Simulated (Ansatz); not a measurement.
Z-matrix (Å, degrees):
```
C
H 1 1.1123
C 1 1.5295 2 107.22
H 3 1.0902 1 111.58 2 59.71
H 3 1.0920 4 108.31 1 123.00
H 3 1.0922 4 107.67 5 115.74
C 1 1.5296 2 107.22 3 -120.24
H 7 1.0902 1 111.58 2 -59.69
H 7 1.0920 8 108.31 1 -123.00
H 7 1.0922 8 107.67 9 -115.74
B 1 1.5532 2 96.56 3 119.88
H 11 1.1930 1 120.43 2 87.42
H 11 1.1930 12 118.94 1 174.91
```
Charge +1, spin multiplicity 2.

Computed with Ansatz (a first-principles code) with frozen-core CCSD(T)/cc-pVTZ // M06-2X/def2-TZVP. The geometry is that of the parent before the electron was removed.

```
Property                        Value
----------------------  -------------
HF energy               -143.18552 Ha
MP2 correlation energy    -0.60447 Ha
```

Problem. Estimate the CCSD correlation energy, the (T) correction, the total energy and the T1 diagnostic.

Solution. 
The CCSD correlation energy is -0.66047 Ha. The (T) correction is -0.02546 Ha and the CCSD(T) total energy is -143.87144 Ha. The T1 diagnostic is 0.022.
